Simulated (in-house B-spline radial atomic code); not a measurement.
Atomic self-consistent-field run: Sr III (Sr2+) (an excited or competing configuration). Method: scalar-relativistic (X2C) PBE0, spin-polarised, spherical fractional occupations, exact exchange averaged over the configuration, Fermi nucleus of rms radius 4.224 fm. Calculated with an all-electron radial atomic-structure program (B-spline basis).

Command:
```bash
python run_scf.py task.json out
```
Settings (nuclear radius in fm, mass in u):
```
Z                38
configuration    [Ne] 3s2 3p5 3d10 4s2 4p6 5d1
hamiltonian      x2c
method           pbe0
spin_polarised   True
nucleus          fermi
rms_radius       4.224
atomic_mass      87.90561
speed_of_light   137.035999084
exact_exchange   averaged over the configuration
```

Output (hartree, bohr):
```
 radial grid: 79 intervals, B-splines of order 8, outer radius 53.7037 bohr

 iter        energy (Eh)    residual
    1       -3164.061102    4.23e-01
    2       -3166.828188    2.37e-01
    3       -3168.052602    4.83e-02
    4       -3168.100577    1.44e-02
    5       -3168.104293    4.60e-03
    6       -3168.104712    1.38e-03
    7       -3168.104731    6.61e-05
    8       -3168.104731    6.74e-06
    9       -3168.104731    1.04e-06
   10       -3168.104731    8.29e-08

 total energy                     -3168.10473
 kinetic                            3263.2991
 electron-nucleus                  -7600.1408
 Hartree                            1272.2372
 exact exchange                      -25.1924
 exchange-correlation                -78.3077

 orbital      occ     eigenvalue          <r>       <r^2>       <1/r>       r_max
 1s up      1.000      -589.3829    0.0387051  0.00203039      40.064     0.02501
 1s down    1.000      -589.3372    0.0387029  0.00203015     40.0659     0.02501
 2s up      1.000       -81.8989     0.171951   0.0349262     8.90169       0.145
 2s down    1.000       -81.8683      0.17192   0.0349081     8.90175       0.145
 2p up      3.000       -72.9505     0.150114   0.0275747     8.52096      0.1158
 2p down    3.000       -72.8974     0.150177   0.0275982     8.51756      0.1159
 3s up      1.000       -14.2071     0.486904    0.271882     2.98467      0.4339
 3s down    1.000       -14.0464     0.487669    0.272802     2.97887      0.4341
 3p up      3.000       -11.2787     0.491773    0.281819     2.80373      0.4284
 3p down    2.000       -11.1732     0.493632    0.284419     2.79658      0.4288
 3d up      5.000        -6.4393     0.485941    0.285687     2.55237      0.3735
 3d down    5.000        -6.3389     0.487005     0.28732     2.55004      0.3731
 4s up      1.000        -2.5849       1.2917     1.88663     1.04613       1.152
 4s down    1.000        -2.5692      1.29573     1.89873     1.04282       1.156
 4p up      3.000        -1.8158      1.44305     2.37408    0.919606       1.261
 4p down    3.000        -1.8019      1.44897     2.39671    0.919788       1.266
 5d up      1.000        -0.3226      5.43567     33.0439    0.240443       5.169
```

Cost of the run: 0.36 s on 1 thread of Arm Neoverse V1, on a shared host.

One-electron X2C: radii and densities carry no picture-change correction, so inner-shell <1/r> comes out high (for 1s by about 2 % at Z = 33, 5 % at 54, 10 % at 75, 30 % at 118) and <r> low.
